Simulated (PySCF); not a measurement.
Species: `CS(=O)(=O)/C=C/SC(F)(F)F`. The columns A, B, C and D hold Mulliken, IAO, Hirshfeld and ESP-fitted charges (e) of one PBE0/pcSseg-1 density (PySCF), in a shuffled order. Coordinates in Å (GFN2-xTB); the density's dipole moment is (1.41, 1.57, 3.15) D.

| atom | x | y | z | A | B | C | D |
| --- | --- | --- | --- | --- | --- | --- | --- |
| C1 | -2.419 | 0.292 | 1.181 | -0.707 | -0.634 | -0.361 | -0.120 |
| S2 | -1.748 | -0.619 | -0.233 | +1.167 | +2.017 | +0.979 | +0.519 |
| O3 | -2.341 | -0.112 | -1.436 | -0.541 | -0.885 | -0.519 | -0.321 |
| O4 | -1.829 | -2.028 | 0.033 | -0.564 | -0.898 | -0.535 | -0.311 |
| C5 | -0.013 | -0.147 | -0.215 | -0.386 | -0.424 | -0.314 | -0.097 |
| C6 | 0.863 | -1.088 | 0.073 | -0.154 | -0.239 | -0.227 | -0.050 |
| S7 | 2.606 | -1.007 | 0.190 | -0.025 | +0.210 | +0.197 | +0.059 |
| C8 | 2.896 | 0.787 | -0.070 | +0.337 | +0.709 | +0.653 | +0.253 |
| F9 | 2.249 | 1.528 | 0.832 | -0.121 | -0.268 | -0.247 | -0.080 |
| F10 | 4.190 | 1.049 | 0.043 | -0.080 | -0.253 | -0.234 | -0.076 |
| F11 | 2.498 | 1.198 | -1.272 | -0.103 | -0.262 | -0.239 | -0.073 |
| H12 | -3.459 | 0.013 | 1.292 | +0.247 | +0.187 | +0.175 | +0.071 |
| H13 | -2.329 | 1.350 | 0.974 | +0.220 | +0.177 | +0.156 | +0.063 |
| H14 | -1.853 | 0.006 | 2.059 | +0.212 | +0.178 | +0.156 | +0.059 |
| H15 | 0.175 | 0.878 | -0.474 | +0.226 | +0.181 | +0.162 | +0.044 |
| H16 | 0.509 | -2.089 | 0.280 | +0.271 | +0.205 | +0.199 | +0.060 |

**Question.** Which column most likely holds the ESP-fitted charges?

**Answer.** A. Σ q r misses the density's dipole by 0.05 D (A), 1.06 D (D), 1.64 D (C), 2.04 D (B). Charges fitted to the outside potential are the only set here that is tied to the molecule's multipoles.

**Question.** And the Hirshfeld charges?

**Answer.** D. The mean sizes are 0.141 e (D), 0.335 e (C), 0.335 e (A), 0.483 e (B), and Hirshfeld charges are commonly the smallest of these schemes.

As computed, A = ESP-fitted, B = IAO, C = Mulliken, D = Hirshfeld. Hydrogens on carbon: ESP-fitted +0.21 to +0.27, IAO +0.18 to +0.20, Mulliken +0.16 to +0.20, Hirshfeld +0.04 to +0.07 e.

The ESP scheme is a least-squares fit of atom-centred charges to the potential on four shells outside the van der Waals surface, with the total charge fixed. The Hirshfeld scheme weights the molecular density at each point by an atom's share of the summed free-atom densities.

The structure is a single GFN2-xTB conformer in the gas phase; no vibrational or solvent corrections.

Shape of the structure used: `[CH3:1][S:2](=[O:3])(=[O:4])/[CH:5]=[CH:6]/[S:7][C:8]([F:9])([F:10])[F:11]`: C1–S2–C5–C6 113°, C5–C6–S7–C8 4°, C6–S7–C8–F9 58°.
